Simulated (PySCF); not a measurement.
GeH6O3Si. Atoms are numbered in the order given.

```xyz
11

O     -1.3333     0.9084     1.5044
Si    -0.8919     0.1117     0.1011
O     -1.3698     1.0495    -1.1950
O     -1.6625    -1.3797     0.2091
Ge     1.4560    -0.1621    -0.1729
H     -1.5220     0.3141     2.2520
H     -2.2597     1.4374    -1.0998
H     -1.4244    -2.0159    -0.4878
H      2.0479    -0.9439     1.0322
H      2.1994     1.1939    -0.2765
H      1.7777    -0.9871    -1.4504
```

The structure is a stationary point at PBE-D3(BJ)/def2-SVP. Other conformers were not sampled.

The numbers are results of PySCF with PBE/pcSseg-1, not measurements.

GIAO shieldings, no solvent; atoms listed in one row are averaged. δ = σ(ref) − σ: ¹⁷O against H2O (σ = 334.3 ppm); ²⁹Si against TMS (σ = 335.4 ppm); ⁷³Ge against GeH4 (σ = 1614.4 ppm); ¹H against TMS (σ = 31.49 ppm), references at their B3LYP-D3(BJ)/def2-TZVP geometries, non-relativistic.

```tsv
nucleus	atoms	count	δ (ppm)
¹⁷O	O4	1	110.4
¹⁷O	O3	1	94.3
¹⁷O	O1	1	82.4
²⁹Si	Si2	1	-17.3
⁷³Ge	Ge5	1	-40.2
¹H	H9, H10, H11	3	3.84
¹H	H7	1	2.81
¹H	H8	1	2.47
¹H	H6	1	2.46
```
